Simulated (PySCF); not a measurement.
## `[H]/N=[CH]/[Ga@@H-]1[O]C=CC=[O+]1`, C$_{4}$H$_{6}$GaNO$_{2}$

Molfile (atoms numbered from 1):
```
C4H6GaNO2
     RDKit          3D

 14 14  0  0  0  0  0  0  0  0999 V2000
    1.9268    0.0083    0.9290 N   0  0  0  0  0  0  0  0  0  0  0  0
    2.3176   -0.5116   -0.1545 C   0  0  0  0  0  0  0  0  0  0  0  0
    0.6459   -0.6489   -1.3108 Ga  0  0  2  0  0  4  0  0  0  0  0  0
   -0.2396    1.0820   -1.1547 O   0  0  0  0  0  0  0  0  0  0  0  0
   -1.0932    1.4220   -0.2860 C   0  0  0  0  0  0  0  0  0  0  0  0
   -1.7542    0.5787    0.5954 C   0  0  0  0  0  0  0  0  0  0  0  0
   -1.5259   -0.7898    0.5946 C   0  0  0  0  0  0  0  0  0  0  0  0
   -0.7259   -1.4180   -0.1565 O   0  0  0  0  0  0  0  0  0  0  0  0
    2.6343    0.1619    1.6547 H   0  0  0  0  0  0  0  0  0  0  0  0
    3.3658   -0.7941   -0.3308 H   0  0  0  0  0  0  0  0  0  0  0  0
    0.3719   -1.1702   -2.7405 H   0  0  0  0  0  0  0  0  0  0  0  0
   -1.3444    2.4921   -0.2550 H   0  0  0  0  0  0  0  0  0  0  0  0
   -2.4721    0.9928    1.2825 H   0  0  0  0  0  0  0  0  0  0  0  0
   -2.1077   -1.4057    1.2955 H   0  0  0  0  0  0  0  0  0  0  0  0
  9  1  1  0
  1  2  2  0
  2  3  1  0
  3  4  1  0
  4  5  1  0
  5  6  2  0
  6  7  1  0
  7  8  2  0
  8  3  1  0
  2 10  1  0
  3 11  1  6
  5 12  1  0
  6 13  1  0
  7 14  1  0
M  CHG  2   3  -1   8   1
M  END
```

Computed, not measured: GIAO BLYP/pcSseg-0 magnetisability, rotational g tensor and spin-rotation constants, non-relativistic, gas phase (PySCF). Geometry: GFN2-xTB.

The calculation is non-relativistic, which matters for the atoms heavier than Zn.

How diamagnetic is it, and how anisotropic?

Isotropic -952 × 10⁻³⁰ J/T², or -57.3 × 10⁻⁶ cm³/mol; principal values -1073, -1059, -724 × 10⁻³⁰ J/T², anisotropy 342 × 10⁻³⁰ J/T² (root of half the summed squared differences of the principal values). The susceptibility is in cgs units.

Split it along the inertial axes a, b, c into diamagnetic and paramagnetic parts about the centre of mass, with the quadrupole moment.


| axis | χ (10⁻⁶ cm³/mol) | diamagnetic (10⁻⁶ cm³/mol) | paramagnetic (10⁻⁶ cm³/mol) | summed x² of all electrons (Å²) | quadrupole Θ (D Å) |
| --- | --- | --- | --- | --- | --- |
| a | -54.0 | -627.1 | 573.1 | 166.1 | +11.13 |
| b | -54.3 | -995.8 | 941.5 | 79.2 | -6.21 |
| c | -63.8 | -1040.8 | 977.1 | 68.6 | -4.92 |

Anisotropies 2χaa − χbb − χcc = +10.0 and 2χbb − χaa − χcc = +9.3 × 10⁻⁶ cm³/mol. Θ is traceless in Buckingham's convention.

And the rotational g tensor?


| axis | rotational constant (GHz) | g | nuclear part | electronic part |
| --- | --- | --- | --- | --- |
| a | 2.2427 | -0.0513 | 0.5525 | -0.6039 |
| b | 1.3054 | -0.0235 | 0.5539 | -0.5774 |
| c | 1.2502 | -0.0173 | 0.5565 | -0.5739 |

Asymmetric top; isotopes 12C, 69Ga, 1H, 14N, 16O; no vibrational averaging.
